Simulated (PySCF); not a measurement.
# AlF₃ + 2 H₂O → AlO(OH) + 3 HF

Level: PBE0 in the def2-TZVP basis family, all electrons, no relativity, computed in PySCF with density fitting; open shells unrestricted.

```json
{"species": "AlF₃", "state and structure": "singlet, D3h, Al–F 1.629 Å (×3)", "E (Eh)": "-541.93207", "ZPE (kJ/mol)": "20.3", "H(298 K) − H(0) (kJ/mol)": "14.2", "S° (J/(mol K))": "277.8"}
{"species": "H₂O", "state and structure": "singlet, C2v, O–H 0.960 Å (×2); H–O–H 105.1°", "E (Eh)": "-76.37736", "ZPE (kJ/mol)": "56.5", "H(298 K) − H(0) (kJ/mol)": "9.9", "S° (J/(mol K))": "188.7"}
{"species": "AlO(OH)", "state and structure": "singlet, Cs, Al–O 1.595 Å, Al–O 1.666 Å, O–H 0.954 Å; Al–O–H 132.2°, O–Al–O 177.5°", "E (Eh)": "-393.31198", "ZPE (kJ/mol)": "41.0", "H(298 K) − H(0) (kJ/mol)": "13.7", "S° (J/(mol K))": "263.7"}
{"species": "HF", "state and structure": "singlet, C∞v, H–F 0.920 Å", "E (Eh)": "-100.39188", "ZPE (kJ/mol)": "24.9", "H(298 K) − H(0) (kJ/mol)": "8.7", "S° (J/(mol K))": "173.6"}
```

What is the electronic reaction energy?

At PBE0/def2-TZVP, ΔE = 522.9 kJ/mol from the differences of the total energies times 2625.5, uphill. 

Add zero-point, thermal and entropy terms for 298.15 K and 1 bar.

ΔZPE = -17.6 and Δ[H(298) − H(0)] = 5.8 kJ/mol give ΔH° = 511.1 kJ/mol. ΔS° = 129.3 J/(mol K), so ΔG° = 511.1 − 298.15 × (0.1293) = 473 kJ/mol.

Only the bonding shown was studied: isomers, or loss of a ligand pair, can lie lower.
